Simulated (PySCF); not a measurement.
Bi(F)2(OMe) (CH₃BiF₂O), SMILES C[O][Bi]([F])[F]. Heavy atoms are numbered as in [Bi:1]([F:2])([F:3])[O:4][CH3:5]. Hydrogens are named by the atom that carries them.

Geometry: B3LYP-D3(BJ)/def2-SVP. The def2 effective core potentials stand for the cores of Bi; spin–orbit coupling is left out. The values are those of a single conformer.

Computed with ωB97X/def2-TZVP (PySCF).

ESP charges are fitted to the potential on shells at 1.4 to 2.0 van der Waals radii. Atomic charges (e), one atom of each kind:

```csv
atom,Löwdin,Mulliken,ESP fit
Bi1,1.02,…,1.00
F2,-0.36,…,-0.38
O4,-0.21,…,-0.41
C5 (CH3),-0.41,-0.17,-0.16
H on C5,0.11,0.12,0.11
```

**Question.** Some entries are withheld; supply them. (Estimate from the structure and the level; the computed values follow.)

**Answer.** 
- Bi1, Mulliken: 1.36
- F2, Mulliken: -0.50
- O4, Mulliken: -0.56
